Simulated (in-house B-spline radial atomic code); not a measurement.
The numbers below are computed, except where a source is named.
## Ghost states of the separable form: Tc

Tc, [Kr] 4d5 5s2, non-relativistic PBE, spherical and spin-unpolarised, from a B-spline radial code for spherical atoms (atomic units; all potentials screened as in the neutral atom).

Troullier-Martins channels: 5s (ε = -0.1760, r_c = 3.178 bohr), 4d (ε = -0.2648, r_c = 1.394 bohr). In the Kleinman-Bylander form one channel serves as the local potential, and each other channel l becomes |δV u><u δV|/<u|δV|u>, with δV = V_l − V_local and u the pseudo-orbital. Its strength is E_KB = <u|δV²|u>/<u|δV|u>. By the analysis of Gonze, Stumpf and Scheffler a spurious state lies below the reference level ε if E_KB > 0 and ε is above the second level of the local potential alone, or if E_KB < 0 and ε is above its first. The table's levels are those of angular momentum l in a sphere of 9 bohr, whose wall can lift a shallow ε a little above its free-atom value.

```csv
local,channel,<u δV u>,<u δV² u>,ε,first local level,second local level
s,d,-2.6459,13.398,-0.2648,0.0779,0.3196
d,s,0.21446,0.69861,-0.1750,-5.3806,-0.8314
```

Question: Apply the rule to each row.

Answer: Local s, channel d: E_KB = -5.06, so ε = -0.2648 is set against 0.0779: no ghost. Local d, channel s: E_KB = +3.26, so ε = -0.1750 is set against -0.8314: a ghost.

Diagonalising the separable Hamiltonian gives:

```tsv
local	channel	three lowest levels	all-electron, two lowest valence levels
s	d	-0.2647, 0.1112, 0.4055	-0.2648, 0.1092
d	s	-3.6092, -0.1750, 0.1063	-0.1750, 0.1076
```

Question: Which choices of local channel are safe?

Answer: Free of ghosts: s. With d local the s channel has a ghost 3.43 hartree below ε, since the local potential binds more than one state below ε, and a repulsive term of rank one raises each level at most to the next, so it clears only one of them. Among the safe choices the second level, which tests transfer, is off by at most 2.0 millihartree (s local).
